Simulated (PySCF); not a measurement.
ZrF₄ (singlet state).
SMILES: `[F][Zr]([F])([F])[F]`

Computed, not measured: TDDFT B3LYP/def2-SVPD, vertical, gas phase, core orbitals frozen in the response, def2 core potentials past Kr in PySCF 2.14.0, density-fitted response routines. Geometry: PBE0-D3(BJ)/def2-SVP; no solvent, vibrations or thermal averaging. Spin–orbit coupling is left out.

Orbital energies (eV): HOMO-3 -12.07, HOMO-2 -12.04, HOMO-1 -12.04, HOMO -12.04, LUMO -1.74, LUMO+1 -1.73, LUMO+2 -1.13.

Lowest singlets, with some entries withheld (?). The highest level found (9.28 eV, f 0.028 so far) is left out, since the window may have cut off a degenerate partner. Orbitals of the list HOMO-3 to LUMO+2 that lie within 0.01 eV of each other are written together with a slash and their weights summed (≥ marks a lower bound); for degenerate orbitals outside that list single weights are arbitrary.

```csv
state,λ (nm),f,"main configurations (H = HOMO, L = LUMO)"
S1,?,?,?
S2,?,?,?
S3,?,?,?
S4,?,?,?
S5,?,?,?
S6,?,?,?
S7,?,?,?
S8,?,?,?
S9,?,?,?
```

What stands in place of each question mark?

- S1: λ = 141.3 nm; f = 0.0000; H-4→L/L+1 (≥20%), H-2/H-1/H→L/L+1 (≥19%), H-5→L/L+1 (≥17%)
- S2: λ = 141.3 nm; f = 0.0000; H-2/H-1/H→L/L+1 (≥42%), H-3→L/L+1 (≥17%)
- S3: λ = 141.3 nm; f = 0.0000; H-2/H-1/H→L/L+1 (≥49%), H-3→L/L+1 (≥19%)
- S4: λ = 140.1 nm; f = 0.0000; H-2/H-1/H→L/L+1 (≥46%), H-3→L/L+1 (≥18%)
- S5: λ = 140.1 nm; f = 0.0000; H-3→L/L+1 (≥33%), H-2/H-1/H→L/L+1 (≥16%)
- S6: λ = 140.1 nm; f = 0.0000; H-4→L/L+1 (≥29%), H-5→L/L+1 (≥28%), H-2/H-1/H→L/L+1 (≥15%)
- S7: λ = 140.0 nm; f = 0.0018; H-2/H-1/H→L/L+1 (≥22%), H-3→L/L+1 (≥21%), H-5→L/L+1 (≥18%)
- S8: λ = 140.0 nm; f = 0.0018; H-3→L/L+1 (≥30%), H-2/H-1/H→L/L+1 (≥20%), H-5→L/L+1 (≥19%)
- S9: λ = 140.0 nm; f = 0.0018; H-4→L/L+1 (≥36%), H-5→L/L+1 (≥26%), H-2/H-1/H→L/L+1 (≥10%)

Where do the lowest triplets lie (Tamm–Dancoff)?

T1 8.44 eV, H-2/H-1/H→L/L+1 (≥40%), H-3→L/L+1 (≥15%); T2 8.44 eV, H-2/H-1/H→L/L+1 (≥48%), H-3→L/L+1 (≥16%), H-4→L/L+1 (≥14%); T3 8.44 eV, H-2/H-1/H→L/L+1 (≥51%), H-5→L/L+1 (≥25%). E(S1) − E(T1) = +0.34 eV.

What is the mean static polarisability from the same response equations?

35.4 au (5.25 Å³), with principal values 35.4, 35.4 and 35.4 au.

Which level carries the most intensity, and what share of the listed sum of f?

S4/S5/S6/S7/S8/S9, with f = 0.0053 of 0.005, 100%.

All these states lie below the vertical ionisation energy of 14.56 eV (ΔSCF).
